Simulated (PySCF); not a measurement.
# Dipole moment and polarisability of `C=C1C[C@@H](O)[C@H](F)C1`

Species: C6H9FO.
Structure used (GFN2-xTB), in Å, numbered top down from 1:
```xyz
17
C6H9FO angstrom
C      2.4688   -0.0489   -0.0644
C      1.1522    0.0157    0.0132
C      0.2322   -1.1531    0.2400
C     -1.1740   -0.6246   -0.0496
O     -2.1269   -1.3298    0.7021
C     -1.0684    0.8653    0.3207
F     -2.0437    1.6043   -0.3204
C      0.3351    1.2757   -0.1115
H      3.0726    0.8296   -0.2132
H      2.9930   -0.9847    0.0201
H      0.2654   -1.4664    1.2865
H      0.4863   -2.0141   -0.3753
H     -1.4007   -0.6943   -1.1250
H     -2.9995   -0.9611    0.5242
H     -1.2356    1.0014    1.3955
H      0.7367    2.0962    0.4818
H      0.2994    1.6009   -1.1549
```

Level: B3LYP/def2-SVPD (PySCF), static field, nuclei fixed, core orbitals frozen in the response. The polarisability tensor in these axes (au):

```
x   92.88 -0.02 -2.43
y   -0.02 71.92 -2.35
z   -2.43 -2.35 60.09
```

Q: Give the principal values, the mean and the anisotropy Δα = √{½[(α1 − α2)² + (α2 − α3)² + (α1 − α3)²]}.

A: Principal values 59.47, 72.36 and 93.06 au; mean 74.96 au = 11.11 Å³ = 12.36 × 10⁻⁴⁰ C²·m²/J; Δα = 29.35 au (39 % of the mean).

Q: What is the dipole moment, and where does it point?

A: (0.76, 0.13, -0.18) D, 0.79 D in size, pointing from the negative to the positive side. Measured along this direction, the outermost atoms are H14 at the negative end and H9 at the positive end.

Q: Estimate the molar refractivity from the static electronic polarisability.

A: Lorentz–Lorenz: R = (4π/3)N_A α = 2.5225 cm³/(mol·Å³) × 11.11 Å³ = 28.0 cm³/mol, in the limit of long wavelengths.

Q: Refractivity n − 1 of an ideal gas of it at 298.15 K and 1 atm, from the electronic α?

A: N = p/kT = 2.4615 × 10¹⁹ cm⁻³, so n − 1 = 2π × N × 11.11 × 10⁻²⁴ cm³ = 1718 × 10⁻⁶ at long wavelengths.

Q: How large is μ²/3kT at 400 K beside α?

A: In Gaussian units μ²/3kT = 3.75 Å³ against 11.11 Å³, a ratio of 0.34; the Debye molar polarisation (4π/3)N_A(α + μ²/3kT) is 37.5 cm³/mol, leaving out the vibrational part.

The structure is a single GFN2-xTB conformer in the gas phase; no vibrational or solvent corrections.
